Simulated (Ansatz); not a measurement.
K₄Bi₂⁺. The state is a doublet with charge 1. Geometry r2SCAN-D4/def2-SVP; atoms count from 1.

Cartesian coordinates in Å:
```
K -1.456 -2.502 4.663
K 1.215 0.931 1.965
K 1.315 1.919 -3.907
K -1.848 -1.593 -0.416
Bi 1.382 -0.436 -1.309
Bi -0.609 1.681 -0.995
```

In the def2 sets Bi takes a core potential; there is no spin–orbit coupling. The charge 1 doublet is spin-contaminated (final ⟨S²⟩ up to 1.77, 0.75 for a pure state). The geometry of the doublet was relaxed on an unsound state (⟨S²⟩ 1.68, where a pure state has 0.75). Another isomer (doublet) lies 0.68 eV lower at PBE0-D4/def2-TZVP; other spin states weren't run for this one.

**Question.** Estimate the Mulliken populations from the PBE0/def2-TZVP orbitals of Ansatz.

**Answer.** 
```
atom  charge (e)  spin (α − β)
  K1        0.25         -0.75
  K2        0.53         -0.11
  K3        0.65         -0.02
  K4        0.54         -0.10
 Bi5       -0.48          0.99
 Bi6       -0.49          0.98
```
Mulliken values and Mayer orders depend strongly on the basis.

**Question.** Where does the spin sit?

**Answer.** Summed by element: K -0.97, Bi 1.97, of 1 unpaired in all. Largest on single atoms: Bi5 0.99, Bi6 0.98, K1 -0.75.

**Question.** And the Mayer bond orders between bonded heavy atoms (over 0.3)?

**Answer.** Bi5–Bi6 1.52 (2.92 Å).
